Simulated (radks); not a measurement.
Results of a calculation; reference values are marked as such.
Bi II, 82 electrons, occupied as [Hg] 6p2 (the NIST ground configuration).

Level of theory: scalar-relativistic Kohn-Sham, PBE, spin-polarised, spherical densities, point nucleus; open shells are filled with parallel spins first (spin-orbit coupling, left out, can overturn this in heavy ions) (a radial shooting solver on a logarithmic mesh with Libxc functionals).

Energy parts (hartree):
part                       energy
total                 -21530.5073
kinetic                24432.0817
electron-nucleus      -53806.3018
Hartree                 8238.0664
exchange-correlation    -394.3535

Orbitals (lengths in bohr, moments of r in powers of bohr; r(90%) holds 90 % of the orbital's charge):
orbital  occ.  eigenvalue (hartree)   <1/r>  r(90%)      <r^2>
1s up       1             -3333.052   103.4  0.0290  0.0003459
1s down     1             -3333.051   103.4  0.0290  0.0003459
2s up       1             -599.0909   24.28   0.103   0.005240
2s down     1             -599.0906   24.28   0.103   0.005240
2p up       3             -512.3782   21.22  0.0988   0.004486
2p down     3             -512.3775   21.22  0.0988   0.004486
3s up       1             -144.8386   8.996   0.252    0.03368
3s down     1             -144.8380   8.996   0.252    0.03368
3p up       3             -120.0726   8.110   0.260    0.03501
3p down     3             -120.0719   8.110   0.260    0.03501
3d up       5             -95.23825   7.603   0.244    0.02902
3d down     5             -95.23768   7.603   0.244    0.02902
4s up       1             -33.47403   3.879   0.540     0.1603
4s down     1             -33.47306   3.879   0.540     0.1603
4p up       3             -25.36191   3.479   0.583     0.1841
4p down     3             -25.36086   3.480   0.583     0.1841
4d up       5             -16.10103   3.131   0.628     0.2059
4d down     5             -16.09984   3.131   0.628     0.2059
4f up       7              -5.90434   2.745   0.698     0.2322
4f down     7              -5.90296   2.745   0.698     0.2321
5s up       1              -6.09574   1.645    1.18     0.7730
5s down     1              -6.09289   1.645    1.18     0.7730
5p up       3              -3.81980   1.409    1.37      1.014
5p down     3              -3.81691   1.409    1.36      1.012
5d up       5              -1.29434   1.062    1.86      1.769
5d down     5              -1.28476   1.069    1.84      1.738
6s up       1              -0.83123  0.5998    3.09      5.111
6s down     1              -0.78515  0.6081    3.07      5.027
6p up       2              -0.44230  0.4514    4.10      8.782
6p down     0              -0.38852  0.4508    4.15      8.920

The highest occupied level is 6p up at -12.036 eV. The density falls to 0.001 e/bohr^3 at r = 4.32 bohr. For comparison, the ionisation energy in NIST's Atomic Spectra Database is 16.703 eV (measured). In exact Kohn-Sham theory the highest level is minus the ionisation energy, but local and semilocal functionals leave it too shallow, through self-interaction and a potential that decays too fast; potentials with the right tail come closer. Summed over all electrons, <r^2> = 60.20 bohr^2, which gives a Langevin (diamagnetic) susceptibility term of -47.7 x 10^-6 cm^3/mol.
